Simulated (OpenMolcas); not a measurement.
# CH7BGe: a line through the functionals

CH7BGe has 10 atoms, charge 0, and is taken as a singlet. SMILES: `C[BH][GeH3]`. Geometry: relaxed at PBE0-D4/def2-TZVP.

The dipole moment y, in D, basis def2-SVP; a is the functional's share of exact exchange. Programs: OpenMolcas 26.06.

```
functional     program     a  y (D)
    revPBE  OpenMolcas     0   1.42
      TPSS  OpenMolcas     0   1.44
     B3LYP  OpenMolcas   0.2      ?
      PBE0  OpenMolcas  0.25   1.41
     BHLYP  OpenMolcas   0.5   1.38
```

Q: Fit y = c + s·a to the known rows and predict B3LYP.

A: 
1. Means of the 4 rows: a = 0.1875, y = 1.412.
2. Σ(Δa)² = 0.17188, Σ(Δa·Δy) = -0.016875, so the slope is -0.016875/0.17188 = -0.098179.
3. Intercept: 1.412 − (-0.098179) × 0.1875 = 1.430. The largest residual of the fit is 0.010.
4. B3LYP: 1.430 + (-0.098179) × 0.2 = 1.41 D.

The run gave 1.41 D, so the prediction is off by 0.00 D: they agree to the digits shown.
